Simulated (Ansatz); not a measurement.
Nudged elastic band run: C2H10BNSi

input.yaml

```yaml
crystal:
  periodic: [false, false, false]
  atoms:
    - { symbol: B, position_ang: [-1.2315, 0.0806, 1.0734] }
    - { symbol: C, position_ang: [-0.0753, -0.5373, 0.2271] }
    - { symbol: C, position_ang: [0.7318, -1.4216, 1.1348] }
    - { symbol: "N", position_ang: [0.8759, 0.4907, -0.3891] }
    - { symbol: Si, position_ang: [0.0723, 1.1943, -1.8857] }
    - { symbol: H, position_ang: [-1.0526, 0.8652, 1.9659] }
    - { symbol: H, position_ang: [-2.3725, -0.0947, 0.761] }
    - { symbol: H, position_ang: [-0.4684, -1.1764, -0.5632] }
    - { symbol: H, position_ang: [1.5841, -1.8859, 0.6086] }
    - { symbol: H, position_ang: [0.1392, -2.2258, 1.6147] }
    - { symbol: H, position_ang: [1.2105, -0.8246, 1.9886] }
    - { symbol: H, position_ang: [1.0186, 1.2601, 0.3101] }
    - { symbol: H, position_ang: [0.9625, 2.1934, -2.4703] }
    - { symbol: H, position_ang: [-0.2357, 0.1524, -2.8298] }
    - { symbol: H, position_ang: [-1.1809, 1.8789, -1.5168] }
basis:
  gaussian: { orbitals: STO-3G }
hamiltonian:
  xc: b3lyp
  dispersion: d4
neb:
  order_check: false
  images: 5
  f_tol: 0.05
  max_iterations: 60
  initial_path: idpp
  final_atoms:
    - { symbol: B, position_ang: [-1.2315, 0.0806, 1.0734] }
    - { symbol: C, position_ang: [-0.0753, -0.5373, 0.2271] }
    - { symbol: C, position_ang: [0.7318, -1.4216, 1.1348] }
    - { symbol: "N", position_ang: [0.8759, 0.4907, -0.3891] }
    - { symbol: Si, position_ang: [0.0723, 1.1943, -1.8857] }
    - { symbol: H, position_ang: [-1.0526, 0.8652, 1.9659] }
    - { symbol: H, position_ang: [-2.3725, -0.0947, 0.761] }
    - { symbol: H, position_ang: [-0.4684, -1.1764, -0.5632] }
    - { symbol: H, position_ang: [0.12748, -2.245, 1.55394] }
    - { symbol: H, position_ang: [1.21047, -0.87899, 1.97425] }
    - { symbol: H, position_ang: [1.57973, -1.94557, 0.56822] }
    - { symbol: H, position_ang: [1.0186, 1.2601, 0.3101] }
    - { symbol: H, position_ang: [0.9625, 2.1934, -2.4703] }
    - { symbol: H, position_ang: [-0.2357, 0.1524, -2.8298] }
    - { symbol: H, position_ang: [-1.1809, 1.8789, -1.5168] }
```

Run as:

```bash
$ ansatz run input.yaml --threads 1 --pin off --max-ram 2048MiB --backend cpu --events-out ev --progress --plain --runs-dir out
```

Output, in part (warnings, iteration lines):

```
WARN: NEB end point (image 0): max|allowed force component| = 2.978e0 eV/Å (the criterion of neb.relax_end_points is 1.000e-2). That is over neb.f_tol: it is no minimum, so the barrier can be far off. Relax it first
WARN: NEB end point (image 6): max|allowed force component| = 2.993e0 eV/Å (the criterion of neb.relax_end_points is 1.000e-2). That is over neb.f_tol: it is no minimum, so the barrier can be far off. Relax it first
NEB iter   1: max|band force component| = 3.718e0 eV/Å  barrier→ = 0.1570 eV  barrier← = 0.1556 eV  Δτ_max = 0.1360 Å  (154 SCF iters)
NEB iter   2: max|band force component| = 9.214e-1 eV/Å  barrier→ = 0.0014 eV  barrier← = 0.0000 eV  Δτ_max = 0.1614 Å  (130 SCF iters)
NEB iter   3: max|band force component| = 9.417e-1 eV/Å  barrier→ = 0.0014 eV  barrier← = 0.0000 eV  Δτ_max = 0.0639 Å  (125 SCF iters)
NEB iter   4: max|band force component| = 3.869e-1 eV/Å  barrier→ = -0.2547 eV  barrier← = -0.2561 eV  CI = image 3  Δτ_max = 0.0801 Å  (126 SCF iters)
NEB iter   5: max|band force component| = 3.490e-1 eV/Å  barrier→ = -0.2859 eV  barrier← = -0.2873 eV  CI = image 3  Δτ_max = 0.0813 Å  (126 SCF iters)
NEB iter   6: max|band force component| = 5.952e-1 eV/Å  barrier→ = -0.3258 eV  barrier← = -0.3272 eV  CI = image 3  Δτ_max = 0.0813 Å  (130 SCF iters)
NEB iter   7: max|band force component| = 1.039e0 eV/Å  barrier→ = -0.3779 eV  barrier← = -0.3793 eV  CI = image 3  Δτ_max = 0.1623 Å  (130 SCF iters)
NEB iter   8: max|band force component| = 2.117e0 eV/Å  barrier→ = -0.5299 eV  barrier← = -0.5314 eV  CI = image 3  Δτ_max = 0.1603 Å  (149 SCF iters)
NEB iter   9: max|band force component| = 1.794e0 eV/Å  barrier→ = -0.7599 eV  barrier← = -0.7613 eV  CI = image 3  Δτ_max = 0.1602 Å  (147 SCF iters)
NEB iter  10: max|band force component| = 3.368e0 eV/Å  barrier→ = -1.1299 eV  barrier← = -1.1313 eV  CI = image 3  Δτ_max = 0.0804 Å  (121 SCF iters)
NEB iter  11: max|band force component| = 1.458e0 eV/Å  barrier→ = -1.3238 eV  barrier← = -1.3252 eV  CI = image 3  Δτ_max = 0.1586 Å  (127 SCF iters)
NEB iter  12: max|band force component| = 1.364e0 eV/Å  barrier→ = -1.2661 eV  barrier← = -1.2675 eV  CI = image 1  Δτ_max = 0.1619 Å  (123 SCF iters)
NEB iter  13: max|band force component| = 1.280e0 eV/Å  barrier→ = -1.1651 eV  barrier← = -1.1665 eV  CI = image 1  Δτ_max = 0.1941 Å  (122 SCF iters)
NEB iter  14: max|band force component| = 1.553e0 eV/Å  barrier→ = -0.6686 eV  barrier← = -0.6700 eV  CI = image 1  Δτ_max = 0.1913 Å  (129 SCF iters)
NEB iter  15: max|band force component| = 1.908e0 eV/Å  barrier→ = -0.4219 eV  barrier← = -0.4233 eV  CI = image 1  Δτ_max = 0.1975 Å  (128 SCF iters)
NEB iter  16: max|band force component| = 1.555e0 eV/Å  barrier→ = -0.2194 eV  barrier← = -0.2208 eV  CI = image 1  Δτ_max = 0.2000 Å  (125 SCF iters)
NEB iter  17: max|band force component| = 9.921e-1 eV/Å  barrier→ = -0.4417 eV  barrier← = -0.4431 eV  CI = image 1  Δτ_max = 0.1987 Å  (127 SCF iters)
NEB iter  18: max|band force component| = 8.450e-1 eV/Å  barrier→ = -0.3291 eV  barrier← = -0.3305 eV  CI = image 1  Δτ_max = 0.1992 Å  (121 SCF iters)
NEB iter  19: max|band force component| = 1.158e0 eV/Å  barrier→ = -0.2086 eV  barrier← = -0.2101 eV  CI = image 1  Δτ_max = 0.1000 Å  (125 SCF iters)
NEB iter  20: max|band force component| = 8.324e-1 eV/Å  barrier→ = -0.2806 eV  barrier← = -0.2820 eV  CI = image 1  Δτ_max = 0.1820 Å  (123 SCF iters)
NEB iter  21: max|band force component| = 1.638e0 eV/Å  barrier→ = -0.2536 eV  barrier← = -0.2550 eV  CI = image 1  Δτ_max = 0.1974 Å  (119 SCF iters)
NEB iter  22: max|band force component| = 1.100e0 eV/Å  barrier→ = -0.2478 eV  barrier← = -0.2492 eV  CI = image 1  Δτ_max = 0.1998 Å  (121 SCF iters)
NEB iter  23: max|band force component| = 1.106e0 eV/Å  barrier→ = -0.3066 eV  barrier← = -0.3080 eV  CI = image 1  Δτ_max = 0.1986 Å  (122 SCF iters)
NEB iter  24: max|band force component| = 1.044e0 eV/Å  barrier→ = -0.2582 eV  barrier← = -0.2596 eV  CI = image 1  Δτ_max = 0.1689 Å  (119 SCF iters)
NEB iter  25: max|band force component| = 1.928e0 eV/Å  barrier→ = -0.1975 eV  barrier← = -0.1990 eV  CI = image 1  Δτ_max = 0.1955 Å  (123 SCF iters)
NEB iter  26: max|band force component| = 1.333e0 eV/Å  barrier→ = -0.2320 eV  barrier← = -0.2334 eV  CI = image 1  Δτ_max = 0.1994 Å  (120 SCF iters)
NEB iter  27: max|band force component| = 1.070e0 eV/Å  barrier→ = -0.2733 eV  barrier← = -0.2747 eV  CI = image 1  Δτ_max = 0.1992 Å  (122 SCF iters)
NEB iter  28: max|band force component| = 1.610e0 eV/Å  barrier→ = -0.1823 eV  barrier← = -0.1837 eV  CI = image 1  Δτ_max = 0.1963 Å  (122 SCF iters)
NEB iter  29: max|band force component| = 2.136e0 eV/Å  barrier→ = -0.1632 eV  barrier← = -0.1646 eV  CI = image 1  Δτ_max = 0.2000 Å  (95 SCF iters)
NEB iter  30: max|band force component| = 1.483e0 eV/Å  barrier→ = -0.2257 eV  barrier← = -0.2271 eV  CI = image 1  Δτ_max = 0.1977 Å  (122 SCF iters)
NEB iter  31: max|band force component| = 1.663e0 eV/Å  barrier→ = -0.2060 eV  barrier← = -0.2074 eV  CI = image 1  Δτ_max = 0.2000 Å  (123 SCF iters)
NEB iter  32: max|band force component| = 1.465e0 eV/Å  barrier→ = -0.2348 eV  barrier← = -0.2362 eV  CI = image 1  Δτ_max = 0.1974 Å  (121 SCF iters)
NEB iter  33: max|band force component| = 1.509e0 eV/Å  barrier→ = -0.2252 eV  barrier← = -0.2266 eV  CI = image 1  Δτ_max = 0.2000 Å  (118 SCF iters)
NEB iter  34: max|band force component| = 1.285e0 eV/Å  barrier→ = -0.2488 eV  barrier← = -0.2502 eV  CI = image 1  Δτ_max = 0.1971 Å  (123 SCF iters)
NEB iter  35: max|band force component| = 1.572e0 eV/Å  barrier→ = -0.2289 eV  barrier← = -0.2303 eV  CI = image 1  Δτ_max = 0.1971 Å  (117 SCF iters)
NEB iter  36: max|band force component| = 1.087e0 eV/Å  barrier→ = -0.2526 eV  barrier← = -0.2540 eV  CI = image 1  Δτ_max = 0.2000 Å  (115 SCF iters)
NEB iter  37: max|band force component| = 1.490e0 eV/Å  barrier→ = -0.2335 eV  barrier← = -0.2350 eV  CI = image 1  Δτ_max = 0.2000 Å  (121 SCF iters)
NEB iter  38: max|band force component| = 1.565e0 eV/Å  barrier→ = -0.2260 eV  barrier← = -0.2274 eV  CI = image 1  Δτ_max = 0.1978 Å  (121 SCF iters)
NEB iter  39: max|band force component| = 1.513e0 eV/Å  barrier→ = -0.2145 eV  barrier← = -0.2159 eV  CI = image 1  Δτ_max = 0.1984 Å  (121 SCF iters)
NEB iter  40: max|band force component| = 1.460e0 eV/Å  barrier→ = -0.2257 eV  barrier← = -0.2271 eV  CI = image 1  Δτ_max = 0.1976 Å  (121 SCF iters)
NEB iter  41: max|band force component| = 1.584e0 eV/Å  barrier→ = -0.2125 eV  barrier← = -0.2140 eV  CI = image 1  Δτ_max = 0.1969 Å  (121 SCF iters)
NEB iter  42: max|band force component| = 1.396e0 eV/Å  barrier→ = -0.2357 eV  barrier← = -0.2371 eV  CI = image 1  Δτ_max = 0.1978 Å  (121 SCF iters)
NEB iter  43: max|band force component| = 1.597e0 eV/Å  barrier→ = -0.2150 eV  barrier← = -0.2164 eV  CI = image 1  Δτ_max = 0.2000 Å  (123 SCF iters)
NEB iter  44: max|band force component| = 1.654e0 eV/Å  barrier→ = -0.2173 eV  barrier← = -0.2187 eV  CI = image 1  Δτ_max = 0.1976 Å  (121 SCF iters)
NEB iter  45: max|band force component| = 1.547e0 eV/Å  barrier→ = -0.2150 eV  barrier← = -0.2164 eV  CI = image 1  Δτ_max = 0.2000 Å  (123 SCF iters)
NEB iter  46: max|band force component| = 1.390e0 eV/Å  barrier→ = -0.2436 eV  barrier← = -0.2450 eV  CI = image 1  Δτ_max = 0.1984 Å  (122 SCF iters)
NEB iter  47: max|band force component| = 1.436e0 eV/Å  barrier→ = -0.2263 eV  barrier← = -0.2277 eV  CI = image 1  Δτ_max = 0.1987 Å  (121 SCF iters)
NEB iter  48: max|band force component| = 1.384e0 eV/Å  barrier→ = -0.2541 eV  barrier← = -0.2555 eV  CI = image 1  Δτ_max = 0.2000 Å  (121 SCF iters)
NEB iter  49: max|band force component| = 1.219e0 eV/Å  barrier→ = -0.2423 eV  barrier← = -0.2437 eV  CI = image 1  Δτ_max = 0.1987 Å  (122 SCF iters)
NEB iter  50: max|band force component| = 1.479e0 eV/Å  barrier→ = -0.2447 eV  barrier← = -0.2461 eV  CI = image 1  Δτ_max = 0.2000 Å  (122 SCF iters)
NEB iter  51: max|band force component| = 1.123e0 eV/Å  barrier→ = -0.2449 eV  barrier← = -0.2463 eV  CI = image 1  Δτ_max = 0.1987 Å  (123 SCF iters)
NEB iter  52: max|band force component| = 1.469e0 eV/Å  barrier→ = -0.2382 eV  barrier← = -0.2396 eV  CI = image 1  Δτ_max = 0.1995 Å  (121 SCF iters)
NEB iter  53: max|band force component| = 1.194e0 eV/Å  barrier→ = -0.2388 eV  barrier← = -0.2402 eV  CI = image 1  Δτ_max = 0.1985 Å  (123 SCF iters)
NEB iter  54: max|band force component| = 1.760e0 eV/Å  barrier→ = -0.2162 eV  barrier← = -0.2177 eV  CI = image 1  Δτ_max = 0.1683 Å  (122 SCF iters)
NEB iter  55: max|band force component| = 1.891e0 eV/Å  barrier→ = -0.1288 eV  barrier← = -0.1302 eV  CI = image 1  Δτ_max = 0.1556 Å  (123 SCF iters)
NEB iter  56: max|band force component| = 1.874e0 eV/Å  barrier→ = -0.1715 eV  barrier← = -0.1729 eV  CI = image 1  Δτ_max = 0.1478 Å  (122 SCF iters)
NEB iter  57: max|band force component| = 3.662e-1 eV/Å  barrier→ = -0.3183 eV  barrier← = -0.3197 eV  CI = image 1  Δτ_max = 0.0574 Å  (121 SCF iters)
NEB iter  58: max|band force component| = 1.447e0 eV/Å  barrier→ = -0.2172 eV  barrier← = -0.2186 eV  CI = image 1  Δτ_max = 0.1668 Å  (120 SCF iters)
NEB iter  59: max|band force component| = 2.259e0 eV/Å  barrier→ = -0.1366 eV  barrier← = -0.1380 eV  CI = image 1  Δτ_max = 0.1996 Å  (124 SCF iters)
NEB iter  60: max|band force component| = 1.729e0 eV/Å  barrier→ = -0.2079 eV  barrier← = -0.2093 eV  CI = image 1  Δτ_max = 0.1996 Å  (122 SCF iters)
Error: NEB band did not converge after 60 iterations: max|band force component| = 1.73e0 eV/Å (threshold 5.0e-2); raise `neb.max_iterations` in a new run, which can start from the last band evaluated (`neb.initial_path`, with `crystal.atoms` and `neb.final_atoms` set to its first and last images), …
```

The run ended unconverged. The band didn't meet its force threshold, so its energies are provisional: the largest band force was still 1.73 eV/Å, and over the last iterations the top stayed at 0.00 eV. Neighbouring images lie up to 1.8 Å apart, so the band is torn or far too coarse. The end points aren't both relaxed to the band's threshold either. Inner images lie below an end point, which means an intermediate or an end that isn't the lowest structure nearby. Limits of this set-up: minimal basis.

Final band (atoms are numbered from 1 in the order of the input):

| image | path coordinate (Å) | energy (eV) | dihedral N4–C2–C3–H9 (°) |
| --- | --- | --- | --- |
| 0 | 0.00 | 0.000 | -55 |
| 1 | 0.21 | -0.208 | -56 |
| 2 | 2.02 | -1.877 | -72 |
| 3 | 3.83 | -1.810 | -107 |
| 4 | 5.64 | -1.859 | -169 |
| 5 | 7.45 | -1.871 | 168 |
| 6 | 9.26 | 0.001 | -175 |

Run time: 12 min on 1 thread of Arm Neoverse V2 (shared host), peak memory 0.11 GiB.
